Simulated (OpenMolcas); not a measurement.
W3+ (d3) among equal point charges was computed by CASSCF with the d shell active (OpenMolcas, ANO-RCC-VTZP on the metal). Its lowest spin-free states, and all those of the highest spin:

```json
{"2S+1": "4", "Degeneracy": "1", "E (cm-1)": "0.0"}
{"2S+1": "4", "Degeneracy": "1", "E (cm-1)": "8411"}
{"2S+1": "4", "Degeneracy": "1", "E (cm-1)": "8572"}
{"2S+1": "4", "Degeneracy": "2", "E (cm-1)": "12132"}
{"2S+1": "2", "Degeneracy": "2", "E (cm-1)": "12154"}
{"2S+1": "2", "Degeneracy": "2", "E (cm-1)": "13296"}
{"2S+1": "2", "Degeneracy": "1", "E (cm-1)": "13577"}
{"2S+1": "4", "Degeneracy": "2", "E (cm-1)": "17497"}
{"2S+1": "2", "Degeneracy": "2", "E (cm-1)": "17956"}
{"2S+1": "2", "Degeneracy": "2", "E (cm-1)": "18392"}
{"2S+1": "2", "Degeneracy": "1", "E (cm-1)": "19845"}
{"2S+1": "2", "Degeneracy": "1", "E (cm-1)": "19942"}
{"2S+1": "4", "Degeneracy": "1", "E (cm-1)": "28328"}
{"2S+1": "4", "Degeneracy": "2", "E (cm-1)": "40761"}
```

**Question.** Is the site octahedral, tetrahedral or cube-like, axial, or of lower symmetry?

**Answer.** The states with 2S+1 = 4 have orbital degeneracies 1, 1, 1, 2, 2, 1, 2. There are pairs but no triples, so the site is axial: not cubic, but with a proper or improper axis of order three or more. The run had W3+ among 3 point charges of -1.95 e arranged as a planar triangle (D3h), 2.08 Å from the ion.

Without dynamic correlation the repulsion within the d shell is too large (B by tens of per cent), so at a given field states of lower spin stand too high. This is an electrostatic model: the charges have no orbitals. No measured value stands beside these numbers.
